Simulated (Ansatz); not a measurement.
The pair A = CH4 (SMILES C) (first 5 atoms), B = CH5N (SMILES CN); geometry from B3LYP-D3(BJ)/def2-TZVP.
(charge 0, multiplicity 1):
| atom | x (Å) | y (Å) | z (Å) |
|---|---|---|---|
| C | -0.0054 | -0.0447 | -0.3855 |
| H | 0.1006 | 0.3451 | -1.3967 |
| H | -0.2579 | -1.1034 | -0.4329 |
| H | 0.9317 | 0.0832 | 0.1541 |
| H | -0.7970 | 0.4980 | 0.1297 |
| C | -0.1618 | 0.7458 | 3.3650 |
| N | 0.0730 | -0.6886 | 3.2094 |
| H | 0.2256 | 1.0712 | 4.3318 |
| H | -1.2365 | 0.9354 | 3.3676 |
| H | 0.2893 | 1.3790 | 2.5888 |
| H | 1.0651 | -0.8928 | 3.2170 |
| H | -0.2861 | -1.0139 | 2.3203 |

Cores are frozen in the correlated methods. MP2 and its Hartree–Fock in aug-cc-pVTZ are density fitted.

The values were computed with Ansatz (a program for electronic structure). Values without a source in brackets are computed.

The counterpoise-corrected interaction energy is E(AB) − E(A in the pair's basis) − E(B in the pair's basis). Total energies (hartree):

| level | AB | A in the pair's basis | B in the pair's basis |
|---|---|---|---|
| HF/aug-cc-pVDZ | -135.4297077 | -40.1998941 | -95.2308965 |
| MP2/aug-cc-pVDZ | -135.9430591 | -40.3681850 | -95.5738804 |
| HF/aug-cc-pVTZ | -135.4680054 | -40.2135980 | -95.2554778 |
| MP2/aug-cc-pVTZ | -136.0831198 | -40.4145767 | -95.6672614 |
| CCSD(T)/aug-cc-pVDZ | -136.0110313 | -40.3960177 | -95.6139412 |

### Question
Work out the counterpoise-corrected interaction energy at the basis-set limit: extrapolate the MP2 correlation part as X⁻³, take Hartree–Fock from the larger set, and add the CCSD(T) − MP2 difference of aug-cc-pVDZ.

### Answer

1. Differences (1 hartree = 627.509 kcal/mol): HF/aug-cc-pVDZ 0.680; MP2/aug-cc-pVDZ -0.624; HF/aug-cc-pVTZ 0.672; MP2/aug-cc-pVTZ -0.804; CCSD(T)/aug-cc-pVDZ -0.673.
2. Correlation parts, MP2 less HF: -1.303 in aug-cc-pVDZ (X = 2), -1.476 in aug-cc-pVTZ (X = 3).
3. Limit (3³·(-1.476) − 2³·(-1.303))/(3³ − 2³) = -1.549; with HF/aug-cc-pVTZ it gives -0.877.
4. CCSD(T) less MP2 in aug-cc-pVDZ: -0.049.
Result: -0.93 kcal/mol, against -0.62 at MP2/aug-cc-pVDZ. It is an estimate of this method's limit, not of the exact value.
